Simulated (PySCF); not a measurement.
**How methods differ on the ionisation energy of Sm(46+)**

Sm(46+) [Ne] 3s2 3p4 (3P) → Sm(47+) [Ne] 3s2 3p3 (4S), as a difference of total energies. Calculation: PySCF 2.14, in an even-tempered Gaussian basis (16 s from 9.2 bohr⁻², ratio 2.5; 10 p from 12 bohr⁻², ratio 2.5; 4 d from 52 bohr⁻², ratio 2.7; 4 f from 77 bohr⁻², ratio 2.7); the non-relativistic Hamiltonian (point nucleus). Correlated levels: outer shells: 1s2 frozen; virtual orbitals above 40 to 60 times the deepest correlated orbital energy dropped. The calculations carry no spin-orbit coupling.

```tsv
method	ionisation energy (eV)
UHF	3819.6
MP2 (outer shells)	3820.6
SCS-MP2 (outer shells)	3820.6
CCSD (outer shells)	3820.6
CCSD(T) (outer shells)	3820.6
```

Spin-orbit coupling is strong in these open shells (close to jj coupling). The scalar numbers leave it out and a first-order estimate fails, so it can dominate the gap to the real levels.

The ground level that NIST lists for one species does not belong to the high-spin term computed here, so part of any gap is the choice of state.

The gap to the reference is mostly relativistic.

For comparison: 3873 ± 4 eV (theoretical estimate listed by NIST; NIST Atomic Spectra Database, ionization energies).
